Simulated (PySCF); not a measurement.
Computed shifts of a molecule C5H5F, PBE/pcSseg-1 run with PySCF, GIAO, gas phase, atoms alike by connectivity averaged where their shifts nearly agree, in ppm (number of nuclei): ¹³C: 215.1 (1), 144.1 (1), 138.8 (1), 129.8 (1), 119.5 (1). ¹⁹F: -182.7 (1). ¹H: 7.81 (1), 6.94 (1), 6.63 (1), 5.89 (2). References: ¹³C against TMS (σ = 182.0 ppm); ¹⁹F against CFCl3 (σ = 133.6 ppm); ¹H against TMS (σ = 31.49 ppm), references at their B3LYP-D3(BJ)/def2-TZVP geometries, non-relativistic. Geometry optimised at B3LYP-D3(BJ)/def2-SVP. Other conformers were not sampled.

### Question
Identify the compound among the candidates.
A. C#C/C(F)=C/C
B. C=CC=C=CF
C. C#C[C@H]1C[C@H]1F
D. C=C=C(F)C=C

### Answer
B, C=CC=C=CF
